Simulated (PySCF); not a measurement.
## Orbital picture of PtF

UHF at R = 1.893 Å; PySCF, scalar-relativistic core potentials, basis sets Pt def2-TZVPP with ECP60, F def2-TZVPP. State: ²Σ⁺ (doublet), unpaired electrons σ ↑. Only the outer orbitals are listed, counted within each symmetry, core potentials removing the inner ones.

| spin | orbital | occ. | ε (eV) | on Pt (%) | main shells (%) |
| --- | --- | --- | --- | --- | --- |
| α | 5σ | 1 | -16.29 | 31 | 67 F p, 29 Pt d |
| α | 2π | 1 | -15.68 | 22 | 77 F p, 22 Pt d |
| α | 2π | 1 | -15.68 | 22 | 77 F p, 22 Pt d |
| α | 1δ | 1 | -12.11 | 100 | 100 Pt d |
| α | 1δ | 1 | -12.11 | 100 | 100 Pt d |
| α | 3π | 1 | -11.55 | 79 | 78 Pt d, 20 F p |
| α | 3π | 1 | -11.55 | 79 | 78 Pt d, 20 F p |
| α | 6σ | 1 | -10.79 | 82 | 54 Pt d, 28 Pt s, 18 F p |
| α | 7σ | 0 | -0.32 | 96 | 62 Pt s, 23 Pt p, 11 Pt d |
| α | 4π | 0 | 2.29 | 101 | 99 Pt p |
| α | 4π | 0 | 2.29 | 101 | 99 Pt p |
| β | 5σ | 1 | -15.65 | 14 | 84 F p, 9 Pt d |
| β | 2π | 1 | -15.65 | 20 | 80 F p, 19 Pt d |
| β | 2π | 1 | -15.65 | 20 | 80 F p, 19 Pt d |
| β | 3π | 1 | -11.34 | 82 | 81 Pt d, 18 F p |
| β | 3π | 1 | -11.34 | 82 | 81 Pt d, 18 F p |
| β | 1δ | 1 | -11.04 | 100 | 100 Pt d |
| β | 1δ | 1 | -11.04 | 100 | 100 Pt d |
| β | 6σ | 0 | -0.52 | 100 | 86 Pt s, 12 Pt p |
| β | 7σ | 0 | 1.93 | 96 | 61 Pt d, 33 Pt p |
| β | 4π | 0 | 2.76 | 101 | 99 Pt p |

Problem. Which are the highest filled and the lowest empty level, where do they sit, and how wide is the gap?

Solution. Highest filled α 6σ at -10.79 eV (in %: 54 Pt d, 28 Pt s, 18 F p); lowest empty β 6σ at -0.52 eV (in %: 86 Pt s, 12 Pt p); the gap at UHF is 10.27 eV.

| Quantity | Value |
| --- | --- |
| bond order (Mayer) | 0.65 |
| ⟨S²⟩ | 0.754 |
| charge on Pt (Mulliken, basis-dependent) | 0.60 |
| charge on Pt (Löwdin, basis-dependent) | 0.43 |
| dipole moment (positive dipole means Pt(−)F(+)) | -5.10 D |
| polarisability along the bond | 24.1 bohr³ |
| polarisability across the bond | 23.9 bohr³ |

Shares are Mulliken populations and can fall outside 0 to 100 %.

Spin–orbit coupling is left out. The state is the lowest single determinant that the PBE0 search found; with open d or f shells the true ground state can be another one.
